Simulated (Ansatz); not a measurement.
BH2IOSZn (`O[B](I)[Zn][SH]`). The species carries charge 0 and has multiplicity 1. I takes the def2 core potential. The structure was optimised at the PBE0-D4/def2-TZVP level. It is one conformer, not always the lowest.

```xyz
7

O     0.896   -0.144   -2.007
B     0.170   -0.426   -0.920
I    -1.035   -2.252   -0.940
Zn    0.088    0.717    0.786
S    -0.045    1.881    2.622
H     0.825   -0.784   -2.726
H    -0.900    1.008    3.184
```

(1) What is the dipole moment at r2SCAN/def2-TZVPP? (An estimate is asked.)

(2) And with PBE, B3LYP, ωB97M-V? (Best estimate.)

(3) Give the Mulliken charges with r2SCAN, B3LYP, ωB97M-V in def2-TZVPP. (Best estimate.)

Answers

(1) Ansatz gave: 2.19 D, with components (0.24, -1.06, -1.90) D in this frame, pointing from negative to positive charge.

(2) Ansatz gave: PBE 2.17 D, B3LYP 2.17 D, ωB97M-V 2.15 D.

(3) The calculation gave: 
| atom | r2SCAN | B3LYP | ωB97M-V |
| --- | --- | --- | --- |
| O1 | -0.28 | -0.24 | -0.23 |
| B2 | 0.28 | 0.29 | 0.20 |
| I3 | -0.13 | -0.13 | -0.11 |
| Zn4 | 0.10 | 0.06 | 0.12 |
| S5 | -0.30 | -0.29 | -0.30 |
| H6 | 0.22 | 0.21 | 0.20 |
| H7 | 0.10 | 0.10 | 0.11 |

B3LYP here is the variant with VWN-RPA as its local correlation; programs differ in this.
